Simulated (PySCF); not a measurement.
# Correlation energy of Al (aluminium, neutral)

[Ne] 3s1 3p1 4s1, high-spin 4P determinant (an excited configuration). Computed with PySCF 2.14 in aug-cc-pwCVTZ (8s7p5d3f, 75 functions), with no relativity, point nucleus. Frozen: 1s2; 11 electrons correlated.

MP2 pair energies summed by pair of shells (mhartree):

```
 pair   energy  share (%)
2p-2p  -170.51       67.9
2s-2p   -48.13       19.2
2p-3s    -9.38        3.7
2s-2s    -8.54        3.4
2p-3p    -5.38        2.1
3s-3p    -2.53        1.0
3p-4s    -2.27        0.9
3s-4s    -1.51        0.6
2s-3s    -1.12        0.4
2p-4s    -0.96        0.4
2s-3p    -0.77        0.3
2s-4s    -0.11        0.0
```

Total MP2 correlation energy: -251.20 mhartree.

Same-spin part -74.66 and opposite-spin part -176.54 mhartree; SCS-MP2 scales them by 1/3 and 6/5 to -236.74 mhartree.
